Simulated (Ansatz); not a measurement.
In(IMe)Cl3 (C5H8Cl3InN2) was relaxed with PBE-D4 (def2-SVP) in Ansatz in these states: charge +1 doublet, neutral singlet. The geometries follow in no particular order.

In the def2 sets In takes a core potential; there is no spin–orbit coupling.

A:

```xyz
19

In   -0.2415    1.3688    1.9772
C    -0.0091    0.0455    0.1715
N     0.5940   -1.1622    0.0152
C     1.2168   -1.9228    1.0983
C     0.5261   -1.5693   -1.3072
C    -0.1401   -0.5802   -1.9903
N    -0.4578    0.3954   -1.0624
C    -1.1600    1.6492   -1.3397
H     0.4685   -2.1666    1.8753
H     1.6433   -2.8520    0.6805
H     2.0126   -1.3237    1.5789
H     0.9462   -2.5190   -1.6523
H    -0.4085   -0.4976   -3.0476
H    -0.4750    2.5039   -1.1693
H    -1.5150    1.6408   -2.3854
H    -2.0200    1.7445   -0.6464
Cl    0.8960    3.3611    1.2750
Cl    0.7408    0.2122    3.8254
Cl   -2.6172    1.6720    2.1033
```

B:

```csv
atom,x (Å),y (Å),z (Å)
In1,-1.978,1.101,0.473
C2,-0.147,0.026,-0.036
N3,0.040,-0.777,-1.119
C4,-0.959,-1.056,-2.156
C5,1.325,-1.281,-1.110
C6,1.946,-0.775,0.009
N7,1.025,0.025,0.654
C8,1.281,0.760,1.897
H9,-1.170,-0.142,-2.744
H10,-0.561,-1.835,-2.829
H11,-1.898,-1.419,-1.698
H12,1.697,-1.953,-1.889
H13,2.962,-0.925,0.389
H14,0.574,0.435,2.683
H15,2.313,0.551,2.227
H16,1.164,1.846,1.727
Cl17,-2.318,1.184,2.955
Cl18,-3.849,0.893,-0.895
Cl19,-1.447,3.342,1.463
```

Q: Judge from the bond lengths which geometry belongs to which state (an estimate).

A: A is the neutral singlet (In1–Cl19 2.398 Å, In1–Cl17 2.399 Å, In1–C2 2.251 Å); B is the charge +1 doublet (In1–Cl19 2.507 Å, In1–Cl17 2.506 Å, In1–C2 2.184 Å).
